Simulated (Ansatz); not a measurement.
OV (SMILES [O]=[V]), quartet, geometry from GFN2-xTB (such geometries of metal compounds can be far from the true shape); WB97X/def2-SV(P) (Ansatz, a program for electronic structure).

Ansatz was given this input:
Ansatz 0.2 input:
```yaml
crystal:
  periodic: [false, false, false]
  atoms:
    - {symbol: V, position_ang: [-0.00000000, -0.00000000, -0.39310740]}
    - {symbol: O, position_ang: [0.00000000, 0.00000000, 1.13018377]}
basis:
  gaussian:
    orbitals: def2-SV_P_.json
hamiltonian:
  xc: {name: wB97X}
magnetization: {spin_polarized: true, initial_magnetization: 3}
```
The basis file holds def2-SV(P) in the JSON format of the Basis Set Exchange.

The log (banner, timings and long lists left out):

```
Functional definition: wB97X
497 factors; integrals over basis functions are off by at most 5.8e-4 eV
82 factors; integrals over basis functions are off by at most 2.4e-4 eV
mean field evaluation 1: about -27721.0691 eV, gradient 3.9e1 eV
mean field evaluation 2: about -27681.4298 eV, gradient 1.2e2 eV
mean field evaluation 4: about -27726.9647 eV, gradient 3.2e0 eV
mean field evaluation 8: about -27727.0913 eV, gradient 2.2e-1 eV
mean field evaluation 16: about -27727.0932 eV, gradient 1.3e-3 eV
mean field evaluation 32: about -27726.5614 eV, gradient 4.9e0 eV
mean field -27727.09318819 eV, -1018.9518805671 hartree, gradient 1.7e-5 eV, S^2 3.778436; 2 other end points of the search recorded, 0 dependent functions left out
reference -27727.09318598 eV, -1018.9518804861 hartree; 17, 14 occupied and 21, 24 virtual orbitals, 497 factors
Total energy: -27727.09318598 eV, -1018.9518804861 hartree
```
